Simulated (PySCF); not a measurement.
Species: C5H10O2SSi.
SMILES with atom numbers: `[CH3:1][C:2](=[S:3])[SiH:4]1[O:5][CH2:6][CH2:7][CH2:8][O:9]1` (hydrogens: H10, H11, H12 on C1; H13 on Si4; H14, H15 on C6; H16, H17 on C7; H18, H19 on C8)

The same species was optimised twice, with GFN2-xTB and with PBE0-D3(BJ)/def2-SVP (PySCF), and the same property calculations (PySCF, gas phase) were run on both structures.

```csv
coordinate,GFN2-xTB,PBE0-D3(BJ)/def2-SVP,change
Si4–O5 (Å),1.632,1.667,+0.035
Si4–O9 (Å),1.632,1.666,+0.034
O5–C6 (Å),1.404,1.413,+0.009
C8–O9 (Å),1.404,1.413,+0.009
C1–C2 (Å),1.483,1.490,+0.007
C2=S3 (Å),1.623,1.627,+0.004
C6–C7 (Å),1.524,1.523,-0.001
C7–C8 (Å),1.524,1.523,-0.001
C2–Si4 (Å),1.884,1.883,-0.001
C1–C2–S3 (°),121.5,124.4,+2.9
C1–C2–Si4 (°),120.4,117.8,-2.6
O5–Si4–O9 (°),108.0,105.4,-2.6
C6–C7–C8 (°),110.8,112.4,+1.6
Si4–O5–C6 (°),119.0,120.5,+1.5
Si4–O9–C8 (°),119.1,120.4,+1.3
C2–Si4–O5 (°),107.4,108.3,+0.9
C2–Si4–O9 (°),107.7,108.1,+0.4
C1–C2–Si4–O5 (°),55,55,0
```

Rotational constants: A = 2552, B = 690.6, C = 673.2 MHz (GFN2-xTB) against A = 2533, B = 678.8, C = 661.4 MHz (PBE0-D3(BJ)/def2-SVP).

On the GFN2-xTB structure: HOMO (eV) -6.26 [PBE0/pcSseg-1]; LUMO (eV) -2.36 [PBE0/pcSseg-1]; dipole (D) 4.17 [PBE0/pcSseg-1]; GIAO shielding of C1 (ppm) 137.5 [PBE0/pcSseg-1]; GIAO shielding of C2 (ppm) -138.2 [PBE0/pcSseg-1]; GIAO shielding of S3 (ppm) -941.4 [PBE0/pcSseg-1]; GIAO shielding of Si4 (ppm) 404.7 [PBE0/pcSseg-1]; GIAO shielding of O5/O9 (mean) (ppm) 286.9 [PBE0/pcSseg-1]; GIAO shielding of C6/C8 (mean) (ppm) 120.1 [PBE0/pcSseg-1]; GIAO shielding of C7 (ppm) 150.6 [PBE0/pcSseg-1].

Task: What do these properties become on the PBE0-D3(BJ)/def2-SVP structure?

Result: 
```tsv
property	level	on GFN2-xTB	on PBE0-D3(BJ)/def2-SVP	change
HOMO (eV)	PBE0/pcSseg-1	-6.26	-6.36	-0.10
LUMO (eV)	PBE0/pcSseg-1	-2.36	-2.48	-0.12
dipole (D)	PBE0/pcSseg-1	4.17	3.90	-0.27
energy, GFN2-xTB geometry as zero (kcal/mol)	PBE0/pcSseg-1	0.0	-1.7	-1.7
GIAO shielding of C1 (ppm)	PBE0/pcSseg-1	137.5	136.3	-1.2
GIAO shielding of C2 (ppm)	PBE0/pcSseg-1	-138.2	-137.8	+0.4
GIAO shielding of S3 (ppm)	PBE0/pcSseg-1	-941.4	-948.4	-7.0
GIAO shielding of Si4 (ppm)	PBE0/pcSseg-1	404.7	404.6	-0.1
GIAO shielding of O5/O9 (mean) (ppm)	PBE0/pcSseg-1	286.9	281.7	-5.2
GIAO shielding of C6/C8 (mean) (ppm)	PBE0/pcSseg-1	120.1	118.3	-1.8
GIAO shielding of C7 (ppm)	PBE0/pcSseg-1	150.6	149.8	-0.8
```

The heavy atoms differ by 0.031 Å rms after alignment. Among bonds between heavy atoms Si4–O5 and Si4–O9 change most and about equally (+0.034 to +0.035 Å). Changes are differences of the printed values. Neither structure is proved a minimum here.
